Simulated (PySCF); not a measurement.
C₇H₁₄Si₂.
Numbering: `[CH3:1][CH2:2][CH2:3][C:4]1=[CH:5][SiH2:6][CH:7]=[CH:8][SiH2:9]1`

Geometry (PBE0-D3(BJ)/def2-SVP, Å), atoms numbered from 1 in this order:
```
atom  x, y, z in Å
C1    -3.3288   -1.1970   -1.0014
C2    -3.0723    0.2789   -0.7480
C3    -2.0954    0.5393    0.4020
C4    -0.7193   -0.0448    0.1959
C5    -0.1874   -0.9206    1.0745
Si6    1.5105   -1.6958    1.0066
C7     2.4925   -0.9922   -0.4231
C8     1.9916   -0.1280   -1.3251
Si9    0.2318    0.5095   -1.3380
H10   -3.7333   -1.6901   -0.1026
H11   -4.0499   -1.3458   -1.8192
H12   -2.4011   -1.7249   -1.2723
H13   -2.6951    0.7542   -1.6707
H14   -4.0208    0.7927   -0.5195
H15   -1.9966    1.6315    0.5395
H16   -2.5167    0.1412    1.3423
H17   -0.8129   -1.1965    1.9400
H18    1.4004   -3.1845    0.8699
H19    2.2368   -1.4472    2.2935
H20    3.5414   -1.3056   -0.5271
H21    2.6528    0.2270   -2.1298
H22    0.2245    2.0062   -1.4133
H23   -0.4492    0.0229   -2.5813
```

NICS is the negative of the GIAO shielding at a point without a nucleus: at the ring centre (0) and 1 Å above and below it (1); zz is the component along the ring normal. Level: GIAO PBE/pcSseg-1 (PySCF, non-relativistic, gas phase) on the PBE0-D3(BJ)/def2-SVP geometry, one conformer.

Ring bond lengths (Å): C4–C5 1.350, C5–Si6 1.868, Si6–C7 1.872, C7–C8 1.346, C8–Si9 1.872, Si9–C4 1.888.

Q: Give the NICS values of each ring in ppm.

A: 
```json
{"ring": "C4–C5–Si6–C7–C8–Si9", "type": "6-membered ring with 2 Si; formal bonds 2 double, 4 single", "NICS(0)": "0.8", "NICS(1), two faces": "-0.7 / -0.4", "NICS(1)zz, two faces": "4.0 / 4.9", "rms pucker (Å)": "0.04", "centre to ring atoms, mean (Å)": "1.70"}
```

Q: What can be read from them?

A: 
- C4–C5–Si6–C7–C8–Si9: mean NICS(1)zz 4.5 ppm, deshielded. Si6, Si9 have four or more neighbours; no verdict on aromaticity is drawn.

Q: At the second NICS(1) probe listed for ring C4–C5–Si6–C7–C8–Si9, 1 Å off the ring, how large is the induced field along the normal in 14.1 T applied along it?

A: NICSzz × B0 = 4.9 ppm × 14.1 T = 69 μT, along the applied field.

Q: What are the shieldings of the ring atoms and their hydrogens in the same run (means over atoms taken as equivalent)?

A: 
```csv
atoms,environment,σ isotropic (ppm),"principal values of the symmetric part, first atom (ppm)"
C4,fully substituted alkene carbon,12.9,"-94.3, -27.0, 159.9"
C5,alkene CH carbon,37.0,"-65.9, 30.3, 146.5"
Si6,SiH2 silicon,407.3,"385.6, 390.6, 445.5"
C7,alkene CH carbon,27.3,"-85.8, -3.4, 171.1"
C8,alkene CH carbon,27.8,"-84.2, 0.9, 166.7"
Si9,SiH2 silicon,411.8,"385.7, 407.5, 442.3"
H17,vinylic hydrogen,24.41,"22.0, 23.8, 27.4"
H18 (×2),Si–H hydrogen,26.44,"23.7, 24.6, 31.0"
H20,vinylic hydrogen,23.91,"22.6, 23.3, 25.8"
H21,vinylic hydrogen,23.90,"22.7, 23.1, 26.0"
H22 (×2),Si–H hydrogen,26.55,"23.3, 25.6, 31.0"
```

Q: How do the values depend on the level or the medium?

A: 
```json
{"level": "PBE/pcSseg-1, gas", "NICS(0), C4–C5–Si6–C7–C8–Si9": "0.8", "mean NICS(1)zz, C4–C5–Si6–C7–C8–Si9": "4.5"}
{"level": "PBE0/pcSseg-1, gas", "NICS(0), C4–C5–Si6–C7–C8–Si9": "0.8", "mean NICS(1)zz, C4–C5–Si6–C7–C8–Si9": "4.4"}
{"level": "PBE0/pcSseg-1, IEF-PCM acetone", "NICS(0), C4–C5–Si6–C7–C8–Si9": "0.8", "mean NICS(1)zz, C4–C5–Si6–C7–C8–Si9": "4.4"}
{"level": "PBE0/pcSseg-1, IEF-PCM chloroform", "NICS(0), C4–C5–Si6–C7–C8–Si9": "0.8", "mean NICS(1)zz, C4–C5–Si6–C7–C8–Si9": "4.4"}
```

The geometry is the same throughout; the continuum's cavity takes Bondi-type radii × 1.2.

Time: 2.0 min wall; peak memory 1.0 GiB. Hardware: Arm Neoverse N1, one thread, shared host with 64 logical CPUs at a one-minute load of 61. This is the whole shielding run at PBE/pcSseg-1, SCF included.
